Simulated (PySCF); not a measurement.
Isomers of C5H7F3S, mass 156.022 u with the commonest isotopes. Method: PBE0/def2-SVPD in PySCF (dipole) on a GFN2-xTB geometry, gas phase. One conformer each, none proved a minimum here; rigid rotors.

Question: Order these by rotational constant C, largest first.
A. `[CH3:1][C@@H:2]1[S:3][C@@H:4]1[CH2:5][C:6]([F:7])([F:8])[F:9]` with S3–C4–C5–C6 -168°
B. `[F:1][C:2]([F:3])([F:4])[C@H:5]1[CH2:6][CH2:7][CH2:8][S:9]1` with C2–C5–C6–C7 88°, C5–C6–C7–C8 47°, C6–C7–C8–S9 -40°, C7–C8–S9–C5 19°
C. `[CH3:1][CH2:2][CH2:3][C@:4]1([F:5])[S:6][C:7]1([F:8])[F:9]` with C1–C2–C3–C4 -65°, C2–C3–C4–F5 -53°

Answer: C (987.8 MHz), B (958.3 MHz), A (723.3 MHz).

Question: Order these by dipole moment, largest first.
A. `[CH3:1][C@@H:2]1[S:3][C@@H:4]1[CH2:5][C:6]([F:7])([F:8])[F:9]` with S3–C4–C5–C6 -168°
B. `[CH3:1][CH2:2][CH2:3][C@:4]1([F:5])[S:6][C:7]1([F:8])[F:9]` with C1–C2–C3–C4 -65°, C2–C3–C4–F5 -53°
C. `[F:1][C:2]([F:3])([F:4])[C@H:5]1[CH2:6][CH2:7][CH2:8][S:9]1` with C2–C5–C6–C7 88°, C5–C6–C7–C8 47°, C6–C7–C8–S9 -40°, C7–C8–S9–C5 19°

Answer: C (3.36 D), B (2.40 D), A (0.94 D).

Question: Order these by out-of-plane moment Σ m c² = (Ia + Ib − Ic)/2, largest first.
A. `[CH3:1][CH2:2][CH2:3][C@:4]1([F:5])[S:6][C:7]1([F:8])[F:9]` with C1–C2–C3–C4 -65°, C2–C3–C4–F5 -53°
B. `[F:1][C:2]([F:3])([F:4])[C@H:5]1[CH2:6][CH2:7][CH2:8][S:9]1` with C2–C5–C6–C7 88°, C5–C6–C7–C8 47°, C6–C7–C8–S9 -40°, C7–C8–S9–C5 19°
C. `[CH3:1][C@@H:2]1[S:3][C@@H:4]1[CH2:5][C:6]([F:7])([F:8])[F:9]` with S3–C4–C5–C6 -168°

Answer: A (98.79 u·Å²), B (66.72 u·Å²), C (60.48 u·Å²).

| SMILES | point group | Ia (u·Å²) | Ib (u·Å²) | Ic (u·Å²) | κ | μa (D) | μb (D) | μc (D) |
| --- | --- | --- | --- | --- | --- | --- | --- | --- |
| C[C@@H]1S[C@@H]1CC(F)(F)F | C1 | 195.68 | 623.96 | 698.67 | -0.91 | 0.69 | 0.63 | 0.06 |
| CCC[C@]1(F)SC1(F)F | C1 | 266.91 | 442.27 | 511.60 | -0.66 | 1.89 | 0.76 | 1.28 |
| FC(F)(F)[C@H]1CCCS1 | C1 | 217.19 | 443.64 | 527.40 | -0.74 | 2.49 | 2.07 | 0.91 |
